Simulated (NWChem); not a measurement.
A series in which one site is exchanged, each optimised at PBE0/def2-SVP with NWChem, gas phase unless a solvent is named. For some, no frequency run checked for a minimum. def2 effective core potentials on Nb, Sb, Ta; no spin-orbit coupling.

A: [F][Sb]([F])([F])([F])[F] (SbF5; site = Sb)
B: [F][V]([F])([F])([F])[F] (VF₅; site = V)
C: [F][Nb]([F])([F])([F])[F] (NbF$_{5}$; site = Nb)
D: [F][Ta]([F])([F])([F])[F] (TaF5; site = Ta)

Problem. Rank them by lowest singlet excitation, B3LYP/def2-SVPD, TDA (eV), lowest first.

Solution. B (4.36), A (5.68), C (6.73), D (7.48)
